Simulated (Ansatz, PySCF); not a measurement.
Species: AlO$_{2}$H$_{2}$, charge 0, doublet. AlO2H2 (SMILES [OH][Al][OH], doublet).
B3LYP-D3(BJ)/def2-TZVP minimum from Ansatz (a program for electronic structure):
```xyz
5

Al     0.0795    -0.5089    -0.0126
O      1.0953     0.4653    -0.9725
H      1.0612     1.4216    -1.0460
O     -1.1776     0.0617     0.9855
H     -1.4361     0.9782     1.1053
```
Charge 0, spin multiplicity 2.

Atomisation energy term by term, kcal/mol (programs: Ansatz). Open shells are spin-unrestricted; no spin-orbit coupling. Cores are frozen in correlated methods. Rows without X2C or -DK are non-relativistic. CBS(X,Y): correlation extrapolated as X^-3, Hartree-Fock from the larger set. A bracket is a step between two methods taken in the basis named. '+ core + X2C': CCSD(T) terms for core correlation (cc-pwCVTZ, 1s frozen past Ne) and scalar relativity (cc-pVTZ-DK). Where a partner has so few electrons that a lower coupled-cluster level is exact, that level stands in. The spin of H2AlO2 ([OH][Al][OH], doublet) was assumed, and the state is the lowest solution found for it.

```tsv
term	basis	kcal/mol
Hartree-Fock	cc-pV(Q+d)Z	294.96
CCSD correlation	CBS(cc-pV(T+d)Z,cc-pV(Q+d)Z)	125.45
(T)	CBS(cc-pV(T+d)Z,cc-pV(Q+d)Z)	9.25
CCSDT(Q) - CCSD(T)	cc-pV(D+d)Z	0.75
core correlation	cc-pwCVTZ	0.01
scalar relativity	X2C, cc-pVTZ-DK	-1.04
minus zero-point energy	Hessian by PySCF at B3LYP-D3(BJ)/def2-TZVP	-16.00
sum: D0		413.4
```
